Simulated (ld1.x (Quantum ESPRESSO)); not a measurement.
# PBE PAW dataset for tin (Sn), non-relativistic all-electron reference.

ld1.x (Quantum ESPRESSO) 7.5 input, shortened:

```
&input
   title='Sn', zed=50., rel=0, dft='PBE', iswitch=3,
   config='[Kr] 4d10 5s2 5p2'
 /
 &inputp
   pseudotype=3, lpaw=.true., tm=.true., lloc=-1, rcloc=2.15,
   nlcc=.false.,
   which_augfun='PSQ', rmatch_augfun_nc=.true.
 /
6
5S  1  0   2.00   0.00  1.65  2.25  0.0
5S  1  0   0.00   0.70  1.65  2.25  0.0
5P  2  1   2.00   0.00  1.50  2.05  0.0
5P  2  1   0.00   2.80  1.50  2.05  0.0
4D  3  2  10.00   0.00  1.70  1.90  0.0
4D  3  2   0.00  -1.50  1.70  1.90  0.0
 &test
   configts(1)='4d10 5s2 5p2'
 /
```

Estimate the cutoffs (Ry, on a coarse ladder) from which the occupation-weighted sum of valence levels, in a spherical-Bessel basis at the reference potential, stays within 10 and 1 mRy of its value at 400 Ry.

35 Ry and 50 Ry.

Does the potential have ghost states?

No extra level below or beside the all-electron valence levels (s, p, d, f tested).

Is the overlap operator S = 1 + Σ q|β⟩⟨β| positive definite (Bessel basis up to 400 Ry)?

Yes: its lowest eigenvalue is 0.37 (s channel).

Which valence shell sets the plane-wave cutoff?

4d: its level needs 35 Ry to come within 1 mRy, against 12 Ry for 5p.

Tests: 4d10 5s2 5p1; 4d10 5s2 5p0; 4d10 5s1 5p0; 4d10 5s0 5p4; 4d9 5s2 5p3; 4d10 5s1 5p2; 4d10 5s2 5p2.3. Which has the largest error in its energy relative to the reference configuration, and how large is it?

4d9 5s2 5p3, with -119 meV (all-electron minus pseudo) on +25.93 eV.
